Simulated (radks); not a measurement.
Ionisation of neutral lithium, [He] 2s1, to [He] as the strength of local exchange is varied. Calculated with a radial shooting solver on a logarithmic mesh with Libxc functionals: Dirac Kohn-Sham, Slater X-alpha exchange (alpha = 2/3 is LDA exchange), no correlation, spin-unpolarised, spherical densities, finite nucleus; Fermi nuclear charge, rms radius 2.444 fm.

alpha,E(Li) (hartree),exchange (hartree),IE (eV),-e of the level emptied (eV),<r> of it (bohr)
0.608,-7.04602,-1.33607,4.309,1.945 (2s1/2),4.240
0.667,-7.17640,-1.48226,4.525,2.152 (2s1/2),4.125
0.993,-7.92318,-2.34259,5.823,3.458 (2s1/2),3.595
1.003,-7.94679,-2.37038,5.865,3.502 (2s1/2),3.581
1.018,-7.98229,-2.41223,5.929,3.569 (2s1/2),3.560

NIST Atomic Spectra Database: 5.392 eV (measured). The Delta-SCF value meets it near alpha = 0.88. Spin polarisation and multiplet splitting are left out, so open shells lie too high by an amount that depends on their filling.

Beside tabulated values, note that spin-unpolarised runs miss the spin-polarisation part of the exchange energy of open shells.
